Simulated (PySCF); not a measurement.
Correlation energy of Ag³⁺ (silver, charge +3)

[Kr] 4d8, high-spin 3F determinant. Calculation: PySCF 2.14, in ANO-RCC-VTZP; the spin-free X2C one-electron Hamiltonian (Gaussian nucleus). Frozen: [Ar] 3d10; 16 electrons correlated.

MP2 pair energies summed by pair of shells (mhartree):

```
 pair   energy  share (%)
4d-4d  -170.05       40.4
4p-4d  -153.34       36.4
4p-4p   -45.70       10.8
4s-4d   -25.98        6.2
4s-4p   -22.64        5.4
4s-4s    -3.54        0.8
```

Total MP2 correlation energy: -421.25 mhartree.

Same-spin part -132.09 and opposite-spin part -289.16 mhartree; SCS-MP2 scales them by 1/3 and 6/5 to -391.02 mhartree.
